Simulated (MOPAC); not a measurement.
Job for MOPAC: PM3 on NaB-, 2S+1 = 2, a spin state set in the input, which need not be the lowest, a point of a bond scan (R = 2.756 Å). Charge -1.

```
PM3 1SCF PRECISE CHARGE=-1 UHF MS=0.5 THREADS=1
BNa

B      0.00000000 1     0.00000000 1     0.00000000 1
Na     0.00000000 1     0.00000000 1     2.75572700 1
```

The log:

```
*******************************************************************************
 **                                                                           **
 **                              MOPAC v23.2.5                                **
 **                                                                           **
 *******************************************************************************
 ** MOPAC's Digital Object Identifier: https://doi.org/10.5281/zenodo.6511958 **
 **                                                                           **
 ** Please cite the open-source release paper for use of this MOPAC version:  **
 ** J. E. Moussa and J. J. P. Stewart (2026)                                  **
 ** MOPAC: An open-source semiempirical molecular orbital program             **
 ** J. Open Source Softw., 11(119), 8025, https://doi.org/10.21105/joss.08025 **
 *******************************************************************************

                              PM3 CALCULATION RESULTS

 *******************************************************************************
 *  PM3        - The PM3 Hamiltonian to be used
 *  UHF        - UNRESTRICTED HARTREE-FOCK CALCULATION
 *
 *
 *
 *                 CHARGE ON SYSTEM = -1
 *
 *
 *
 *  MS=        - IN MECI, MAGNETIC COMPONENT OF SPIN =  0.5
 *  PRECISE    - TIGHTER CRITERIA TO BE USED
 *  1SCF       - DO 1 SCF AND THEN STOP
 *  THREADS=1  - MULTI-THREADING NOT USED
 *  T=         - A TIME OF 172800.0 SECONDS REQUESTED
 *  DUMP=N     - RESTART FILE WRITTEN EVERY 7200.0 SECONDS REQUESTED
 *******************************************************************************
PM3 1SCF PRECISE CHARGE=-1 UHF MS=0.5 THREADS=1
 BNa

   ATOM   CHEMICAL          X               Y               Z
  NUMBER   SYMBOL      (ANGSTROMS)     (ANGSTROMS)     (ANGSTROMS)

     1       B          0.00000000  *   0.00000000  *   0.00000000  *
     2      Na          0.00000000  *   0.00000000  *   2.75572700  *



          CARTESIAN COORDINATES

    NO.       ATOM           X           Y           Z

     1         B          0.0000      0.0000      0.0000
     2        Na          0.0000      0.0000      2.7557

  B: (PM3): J. J. P. STEWART, J. MOL. MOD., 10, 155-164 (2004)
 Na: (PM3): J. J. P. STEWART, J. MOL. MOD., 10, 155-164 (2004)

           Empirical Formula: B Na  =     2 atoms



      MOLECULAR POINT GROUP   :   C*v


          UHF CALCULATION, NO. OF ALPHA ELECTRONS =    3
                           NO. OF BETA  ELECTRONS =    2

 -------------------------------------------------------------------------------
 PM3 1SCF PRECISE CHARGE=-1 UHF MS=0.5 THREADS=1
 BNa



     1SCF WAS SPECIFIED, SO BFGS WAS NOT USED
     SCF FIELD WAS ACHIEVED


                              PM3 CALCULATION
                                                       MOPAC v23.2.5 Linux




          FINAL HEAT OF FORMATION =         91.56644 KCAL/MOL =     383.11397 KJ/MOL


          COSMO AREA              =        112.27 SQUARE ANGSTROMS
          COSMO VOLUME            =        104.36 CUBIC ANGSTROMS

          IONIZATION POTENTIAL    =          4.690311 EV
          ALPHA SOMO LUMO (EV)    =         -4.798 -3.345
          BETA  SOMO LUMO (EV)    =         -4.690 -3.260
          NO. OF ALPHA ELECTRONS  =          3
          NO. OF BETA  ELECTRONS  =          2
          MOLECULAR WEIGHT        =         33.7998         POINT GROUP:  C*v

          MOLECULAR DIMENSIONS (Angstroms)

            Atom       Atom       Distance
           Na     2    B     1     2.75573
           Na     2    B     1     0.00000
            B     1   Na     2     0.00000


          SCF CALCULATIONS        =          1





   ATOM   CHEMICAL          X               Y               Z
  NUMBER   SYMBOL      (ANGSTROMS)     (ANGSTROMS)     (ANGSTROMS)

     1       B          0.00000000  *   0.00000000  *   0.00000000  *
     2      Na          0.00000000  *   0.00000000  *   2.75572700  *

                             CARTESIAN COORDINATES

   1    B        0.000000000     0.000000000     0.000000000
   2   Na        0.000000000     0.000000000     2.755727000


           Empirical Formula: B Na  =     2 atoms



      MOLECULAR POINT GROUP   :   C*v


          ALPHA EIGENVALUES
 -20.94491  -6.06374  -4.79846  -3.34523   2.47868   2.65284   2.91528  17.98352


           BETA EIGENVALUES
 -20.40910  -4.69031  -3.26044  -3.15085   2.65549   3.07287   3.69380  18.26176


              NET ATOMIC CHARGES AND DIPOLE CONTRIBUTIONS

  ATOM NO.   TYPE          CHARGE      No. of ELECS.   s-Pop       p-Pop
    1          B           0.693116        2.3069     1.91376     0.39312
    2         Na          -1.693116        2.6931     0.00117     2.69194
 DIPOLE           X         Y         Z       TOTAL
 POINT-CHG.     0.000     0.000   -13.408    13.408
 HYBRID         0.000    -0.000     0.980     0.980
 SUM            0.000    -0.000   -12.427    12.427


          ATOMIC ORBITAL ELECTRON POPULATIONS

     Atom    s        px        py        pz
    1  B   1.91376   0.07351   0.06872   0.25089
    2 Na   0.00117   0.92674   0.93102   0.83418


                    (SZ)    =    0.500000
                    (S**2)  =    1.753601


          ATOMIC ORBITAL SPIN POPULATIONS

    Atom   Total    s     px     py     pz
         Atomic
    1  B  0.2731  0.018  0.073 -0.068  0.250
    2 Na  0.7269  0.001  0.916 -0.921  0.731

 **********************
 *                    *
 * JOB ENDED NORMALLY *
 *                    *
 **********************




 == MOPAC DONE ==
```

The run finished. Its determinant has ⟨S²⟩ = 1.75, a mixture of spin states.

Cost: very roughly 0.04 core-seconds.
